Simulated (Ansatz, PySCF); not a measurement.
The Ansatz (a program for electronic structure) input:
Ansatz 0.2 input:
```yaml
crystal:
  periodic: [false, false, false]
  atoms:
    - {symbol: Cd, position_ang: [-0.00000000, -0.00000000, -1.49381317]}
    - {symbol: I, position_ang: [0.00000000, 0.00000000, 1.35288740]}
basis:
  gaussian:
    orbitals: def2-SVP
hamiltonian:
  xc: {name: B97M-V}
magnetization: {spin_polarized: true, initial_magnetization: 1}
accuracy: high
```

Task: Convert this to an input for PySCF.

Result: This is not unique; one that fits is 
```python
from pyscf import gto, scf, dft

mol = gto.M(
    atom='''
Cd   -0.00000000   -0.00000000   -1.49381317
I     0.00000000    0.00000000    1.35288740
''',
    basis='def2-svp',
    ecp={'Cd': 'def2-svp', 'I': 'def2-svp'},
    spin=1,
    verbose=4,
)

mf = dft.UKS(mol)
mf.xc = 'b97m_v'
mf.grids.atom_grid = (99, 590)
mf.grids.prune = None
mf.kernel()
```

Both were run: Ansatz gave -465.435881 Eh and PySCF -465.435871 Eh, 0.010 mEh apart.
